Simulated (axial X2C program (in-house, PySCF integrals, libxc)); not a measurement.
Low determinants of Ge₂⁻ at the PBE0 level, with spin–orbit coupling

Computed with an in-house relativistic program for diatomic molecules. Two-component (2c) means X2C with spin–orbit coupling and atomic mean-field two-electron Coulomb and Gaunt terms. Basis: Ge dyall-acv3z [10s10p8d5f1g] (cores contracted in-house); Gaussian nuclei, density fitting, unrestricted open shells. Masses: Ge 73.921 u.

Search at 2.291 Å (vertical energies from the lowest determinant):

```csv
ΔE (eV),state,electrons beyond evenly filled partner blocks,"electrons in ±ω = 1/2, 3/2, 5/2, 7/2"
0.00,Ω = 3/2,ω = 3/2,44 17 4 0
0.10,Ω = 1/2,ω = 1/2,43 18 4 0
1.42,Ω = 1/2,"2 × ω = -1/2, ω = 3/2",44 17 4 0
1.51,Ω = 5/2,"ω = -1/2, 2 × ω = 3/2",43 18 4 0
1.72,Ω = 7/2,"ω = 1/2, 2 × ω = 3/2",43 18 4 0
1.82,Ω = 3/2,ω = 3/2,42 19 4 0
2.10,Ω = 3/2,3 × ω = 1/2,43 18 4 0
```

Lowest determinant, Ω = 3/2 (⟨Sz⟩ = 0.50, ⟨Lz⟩ = 1.00 at PBE0): Re = 2.287 Å, ωe = 317.9 cm⁻¹.

The determinant in row 2 of the search, Ω = 1/2 (⟨Sz⟩ = -0.50, ⟨Lz⟩ = 1.00 at PBE0), was followed along the bond at PBE0; measured from the minimum of the lowest determinant it gives:

Te = 0.096 eV (774 cm⁻¹), Re = 2.289 Å, ωe = 317.5 cm⁻¹.

(1) Compare the bond of the determinant in row 2 with that of the lowest one.

The search compares states at one distance, so a state with another bond length can lie lower; it is not exhaustive and yields mostly the lowest determinant of each block pattern, so other components and higher states of one pattern are missing. These are energies of single determinants, not of spin-adapted states; PBE0 term energies can be off by some tenths of an eV, and the functional has no current term. The lowest determinant need not be the ground state where others lie within half an eV. For an anion, determinants above electron detachment are held by the basis set. The highest occupied level of some functionals is positive through self-interaction error; at Hartree–Fock it is bound.

## Answers

(1) At PBE0 its Re is 0.002 Å longer and its force constant, which goes as ωe², is 1.00 times that of the lowest determinant. T0 ≈ Te + Δωe/2 = 774 + (0) = 774 cm⁻¹.
